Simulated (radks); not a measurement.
Results of a calculation; reference values are marked as such.
Question: Coherent X-ray form factor from a spherical all-electron density. Code: a radial shooting solver on a logarithmic mesh with Libxc functionals. Model: scalar-relativistic Kohn-Sham, LDA (Slater exchange, VWN5 correlation), spin-polarised, spherical densities, finite nucleus; Fermi nuclear charge, rms radius of each element as measured or else 0.836 A^(1/3) + 0.57 fm.

sin(theta)/lambda (1/angstrom)  f0 (electrons)
0.05                                    57.870
0.1                                     57.481
0.15                                    56.842
0.2                                     55.967
0.25                                    54.873
0.3                                     53.581
0.4                                     50.505
0.5                                     46.959
0.6                                     43.166
0.8                                     35.637
1                                       29.107
1.25                                    23.044
1.5                                     19.117
2                                       14.920

The species is in the configuration that NIST lists as its ground one. Which atom or ion scatters so?

Answer: The mercury ion Hg22+, [Kr] 4d10 4f12. Extrapolating in s^2 from the first two rows gives f0(0) = 58.0, near the electron count 58; among species with that count, the fall with angle is slower the higher Z, and the table is that of Z = 80; from so few rows the species is fixed only to a neighbour or two.
